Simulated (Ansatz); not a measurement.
The same ligand exchange along the group F, Cl, Br.

Calculated with Ansatz (gas phase, PBE0-D4/def2-TZVP geometries, no zero-point term in ΔE). CBS: MP2 limit from def2 TZ/QZ plus the TZ coupled-cluster correction, frozen cores. This one scheme is used for every species. DFT in def2-TZVPP. Elements past krypton have def2 core potentials. For Br, In outer-core shells are correlated without core-valence functions, which leaves a few kJ/mol of doubt a bond. Scalar relativity is left out up to krypton. Each species was taken in one conformer, which may not be the lowest.

```json
{"reaction": "`[F][In]([F])[SH]` + `O[SiH3]` → `[F][In]([SH])[O][SiH3]` + H–F", "PBE-D4 (kJ/mol)": "17", "r2SCAN-D4 (kJ/mol)": "17", "CCSD/CBS(def2) (kJ/mol)": "4", "CCSD(T)/CBS(def2) (kJ/mol)": "2"}
{"reaction": "`[SH][In]([Cl])[Cl]` + `O[SiH3]` → `[SiH3][O][In]([SH])[Cl]` + HCl", "PBE-D4 (kJ/mol)": "73", "r2SCAN-D4 (kJ/mol)": "73", "CCSD/CBS(def2) (kJ/mol)": "67", "CCSD(T)/CBS(def2) (kJ/mol)": "65"}
{"reaction": "`[SH][In]([Br])[Br]` + `O[SiH3]` → `[SiH3][O][In]([SH])[Br]` + HBr", "PBE-D4 (kJ/mol)": "90", "r2SCAN-D4 (kJ/mol)": "91", "CCSD/CBS(def2) (kJ/mol)": "88", "CCSD(T)/CBS(def2) (kJ/mol)": "85"}
```

Largest T1 diagnostic: 0.016, for `[F][In]([F])[SH]`.
